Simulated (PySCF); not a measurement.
## AlSb: frontier orbitals

r²SCAN at R = 2.762 Å; PySCF, scalar-relativistic core potentials, basis sets Al def2-SVP, Sb def2-SVP with ECP28. State: ³Σ⁻ (triplet), unpaired electrons π ↑↑. Only the outer orbitals are listed, counted within each symmetry, core potentials removing the inner ones.

```
spin  orbital  occ.  ε (eV)  on Al (%)            main shells (%)
   α       7σ     1  -13.90          6                    93 Sb s
   α       8σ     1   -8.26         72           72 Al s, 21 Sb p
   α       4π     1   -5.82          9            90 Sb p, 9 Al p
   α       4π     1   -5.82          9            90 Sb p, 9 Al p
   α       9σ     1   -4.84         49  51 Sb p, 26 Al p, 22 Al s
   α       5π     0   -2.44         90            90 Al p, 9 Sb p
   α       5π     0   -2.44         90            90 Al p, 9 Sb p
   α      10σ     0    0.03         78           75 Al p, 24 Sb p
   β       7σ     1  -12.34         12                    87 Sb s
   β       8σ     1   -7.88         73   72 Al s, 18 Sb p, 9 Sb s
   β       9σ     1   -4.55         50  49 Sb p, 34 Al p, 16 Al s
   β       4π     0   -3.84         32           68 Sb p, 31 Al p
   β       4π     0   -3.84         32           68 Sb p, 31 Al p
   β       5π     0   -1.85         68           68 Al p, 31 Sb p
```

Question: Which are the highest filled and the lowest empty level, where do they sit, and how wide is the gap?

Answer: Highest filled β 9σ at -4.55 eV (in %: 49 Sb p, 34 Al p, 16 Al s); lowest empty β 4π at -3.84 eV (in %: 68 Sb p, 31 Al p); the gap at r²SCAN is 0.71 eV.

```json
{
  "bond order (Mayer)": "1.13",
  "⟨S²⟩": "2.009",
  "charge on Al (Mulliken, basis-dependent)": "0.20",
  "charge on Al (Löwdin, basis-dependent)": "0.09",
  "dipole moment (positive dipole means Al(−)Sb(+))": "-0.61 D"
}
```

Spin–orbit coupling is left out. The state is the lowest determinant that a PBE0 search found; another state may lie lower at other levels.
